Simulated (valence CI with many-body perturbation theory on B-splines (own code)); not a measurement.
Values are calculated unless marked as measured or tabulated.
Ladder of approximations for Kr XIII

Level of theory: valence CI with perturbative core correlation (CI+MBPT): six valence electrons over a frozen Dirac-Fock core [Ar], a basis of 7 s, 7 p, 8 d, 6 f, 4 g, 1 h functions for each j, with the one-electron correlation potential Σ1 (screened to all orders), the two-electron term Σ2, the three-electron term Σ3, Breit, model QED; selected single and double excitations, second order for the rest, scaled by the run's own slope (own B-spline code, finite nucleus).

No measured levels were compared; by estimate terms of the open shell hold to 2 to 4 % of their energy, and close levels can change places. Core correlation moves these levels by up to 5800 cm⁻¹, and in measured spectra 5 to 20 % of such shifts remained as error; rates that hang on mixing are uncertain with them. Among the levels kept, up to 690 cm⁻¹ of a level comes from second order outside the variational space, and about a tenth of that is noise between levels of different J, which matters for small intervals. Only levels of the ground parity were solved; by the run's estimate the other parity begins above the list, which can be wrong where configurations are misplaced.

Each rung adds one term. CI alone is the Dirac-Coulomb CI over the frozen core; QED comes last and gives the full result, which names the levels. Energies are above 3d⁶ ⁵D_4 on the same rung, in cm⁻¹.

Names give the largest LS component (configuration and term), which can be under half, so a name can repeat, a term be missing and a line seem to break the LS rules; names also repeat where a configuration has a term twice. Letters in brackets count levels of one name in rising energy.

| Level | CI alone | + Σ1 | + Σ2 | + Σ3 | + Breit | Full |
| --- | --- | --- | --- | --- | --- | --- |
| 3d⁶ ⁵D_3 | 5296 | 5430 | 5744 | 5781 | 5721 | 5741 |
| 3d⁶ ⁵D_2 | 8118 | 8297 | 8666 | 8653 | 8623 | 8650 |
| 3d⁶ ⁵D_1 | 10073 | 10296 | 10786 | 10744 | 10730 | 10763 |
| 3d⁶ ⁵D_0 | 10971 | 11212 | 11751 | 11463 | 11462 | 11497 |
| 3d⁶ ³P_2 [a] | 53047 | 53233 | 51957 | 49108 | 49511 | 49514 |
| 3d⁶ ³H_4 [a] | 52290 | 52404 | 51286 | 50035 | 50367 | 50357 |
| 3d⁶ ³H_6 | 53519 | 53762 | 53522 | 52055 | 51260 | 51272 |
| 3d⁶ ³H_5 | 54596 | 54839 | 54294 | 53083 | 52713 | 52723 |
| 3d⁶ ³F_3 [a] | 60723 | 61020 | 59852 | 58492 | 58501 | 58518 |
| 3d⁶ ³H_4 [b] | 60961 | 61348 | 61036 | 59511 | 59140 | 59174 |
| 3d⁶ ³F_2 [a] | 62967 | 63306 | 62052 | 60459 | 60444 | 60467 |
| 3d⁶ ³P_1 [a] | 68059 | 68588 | 67837 | 65212 | 64977 | 65033 |
| 3d⁶ ³P_0 [a] | 69366 | 69806 | 68883 | 66612 | 66454 | 66496 |
| 3d⁶ ³G_5 | 68661 | 69088 | 68136 | 67486 | 66667 | 66703 |
| 3d⁶ ³G_4 | 72644 | 73116 | 72079 | 71446 | 70763 | 70805 |
| 3d⁶ ³G_3 | 74090 | 74612 | 73538 | 72928 | 72432 | 72481 |
| 3d⁶ ³D_2 | 83204 | 83586 | 80304 | 80695 | 80737 | 80755 |
| 3d⁶ ¹I_6 | 83474 | 83950 | 83850 | 82103 | 81001 | 81036 |
| 3d⁶ ³D_1 | 84460 | 84907 | 81832 | 82559 | 82607 | 82637 |
| 3d⁶ ³D_3 | 85064 | 85497 | 82145 | 83115 | 82958 | 82985 |
| 3d⁶ ¹G_4 [a] | 88882 | 89493 | 88974 | 88207 | 87354 | 87411 |
| 3d⁶ ¹S_0 [a] | 100192 | 100875 | 99015 | 98946 | 98793 | 98849 |
| 3d⁶ ¹D_2 [a] | 104989 | 105575 | 102597 | 99148 | 98830 | 98876 |
| 3d⁶ ¹F_3 | 115833 | 116308 | 111893 | 111162 | 111172 | 111190 |
| 3d⁶ ³P_0 [b] | 128942 | 129414 | 124935 | 124921 | 125327 | 125340 |
| 3d⁶ ³P_1 [b] | 132988 | 133518 | 128816 | 128966 | 129388 | 129405 |
| 3d⁶ ³F_4 | 136552 | 137168 | 133863 | 133839 | 133528 | 133559 |
| 3d⁶ ³F_2 [b] | 136627 | 137266 | 134146 | 134013 | 133979 | 134013 |
| 3d⁶ ³F_3 [b] | 139818 | 140580 | 137665 | 137504 | 137029 | 137083 |
| 3d⁶ ³P_2 [b] | 142978 | 143747 | 139572 | 139627 | 139198 | 139254 |
| 3d⁶ ¹G_4 [b] | 156090 | 156823 | 153265 | 152063 | 151631 | 151670 |

Question: How does the ionisation energy move along the ladder, and which term matters most?

Answer: CI alone 378.78, + Σ1 380.76, + Σ2 389.29, + Σ3 389.45, + Breit 389.39, + QED 389.40 eV. The largest step is Σ2, 8.53 eV. NIST lists 391 ± 4 eV (theoretical).
